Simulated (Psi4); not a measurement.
Li$_{2}$, charge +1, doublet, at a GFN2-xTB geometry (such geometries of metal compounds can be far from the true shape) (a state made from the parent by changing its charge; the spin is typed, not shown lowest). Base run: HF/6-31G* in Psi4.

Geometry (Å):
```xyz
2

Li     0.0000     0.0000    -1.3703
Li     0.0000     0.0000     1.3703
```
Charge +1, spin multiplicity 2.
Orbitals are unrestricted.
All else is at Psi4's defaults (density fitting; Cartesian or spherical functions as each basis is defined).

The base run was repeated with changes; each row names its change, and settings that it needs were set with it.

```tsv
change	basis functions	E (Eh)
base	30	-14.70892
basis = 3-21G	18	-14.61119
basis = 6-31G	18	-14.70724
basis = def2-SVP	18	-14.69776
basis = def2-SV(P)	18	-14.69776
basis = pcseg-2	30	-14.70754
basis = def2-TZVPD	34	-14.70737
basis = 6-311G**	36	-14.71079
basis = 6-31+G*	38	-14.70898
basis = 6-311+G(2d,p)	54	-14.71112
basis = def2-QZVPP	70	-14.71298
basis = aug-cc-pVTZ	92	-14.71291
basis = cc-pVQZ	110	-14.71306
```

Totals compare only among sets that treat the same electrons; sets with core potentials leave the core out.

Open shells are given as the SCF converged; they aren't shown to be the lowest states, and a large step between rows can be another state.
